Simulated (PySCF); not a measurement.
Sn(H)2(SiH3)2 (H₈Si₂Sn), SMILES [SnH2]([SiH3])[SiH3]. Coordinates come from a PBE0-D3(BJ)/def2-SVP optimisation. The structure was generated by enumeration; whether it is a known compound was not checked. The def2 effective core potentials stand for the cores of Sn; spin–orbit coupling is left out.

Computed equilibrium geometry at PBE0-D3(BJ)/def2-SVP (PySCF confirms it by a frequency run) as a Z-matrix, and its point group:
point group Cs.
```
Sn
H 1 1.7164
H 1 1.7164 2 107.64
Si 1 2.5691 2 109.76 3 119.40
H 4 1.4950 1 111.15 2 -59.26
H 4 1.4951 5 108.75 1 -120.99
H 4 1.4951 5 108.75 6 -118.05
Si 1 2.5691 2 109.76 3 -119.40
H 8 1.4950 1 111.15 2 59.26
H 8 1.4951 9 108.75 1 120.99
H 8 1.4951 9 108.75 10 118.05
```
